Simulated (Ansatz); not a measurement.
System: ZnF₂, charge 0, multiplicity 1. 
Structure (B3LYP-D3(BJ)/def2-TZVP (Ansatz, a program for electronic structure) minimum search):
```
Zn
F 1 1.7405
F 1 1.7405 2 180.00
```
Charge 0, spin multiplicity 1.

Computed values are from Ansatz. Correlated levels leave the core frozen unless marked. Open shells are spin-unrestricted. Spin-orbit coupling is left out. Frozen are the shells of the preceding noble gas and the d and f shells that filled before the atom's block. Non-relativistic. CBS(X,Y): correlation extrapolated as X^-3; Hartree-Fock from the larger set. The bracket is a focal-point correction in the basis named.

Q: What is the total energy at CCSD(T)/CBS(def2-TZVPP,def2-QZVPP)?

A: -1978.0167 Eh.

Q: What is the atomisation energy De at CCSD(T)/CBS(def2-TZVPP,def2-QZVPP)?

A: 814.2 kJ/mol.

Q: What is the T1 diagnostic at CCSD/def2-QZVPP?

A: 0.019.

Q: What is the vertical ionisation energy (to the doublet) at RI-MP2/CBS(def2-TZVPPD,def2-QZVPPD)+[CCSD(T)-MP2]/def2-TZVPPD?

A: 14.15 eV.

Q: What is the dipole moment at CCSD(T)/def2-SVPD?

A: 0.00 D.
